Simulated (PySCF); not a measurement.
Calculation: PySCF with PBE0-D3(BJ)/def2-TZVP. Gas-phase values, no solvent. One relaxed conformer stands for a flexible species; it need not be the lowest. 

Reference species (SMILES): `[SiH2]=C[SiH2][SiH3]` (Si–C–Si–Si torsion 0°) (neutral, multiplicity 1).

- LUMO = -1.70 eV

Changed species: `[SiH3][Si@@H]1C[SiH2]1`.

Predict the effect on the LUMO.

the LUMO goes up by 1.21 eV, to -0.49 eV.
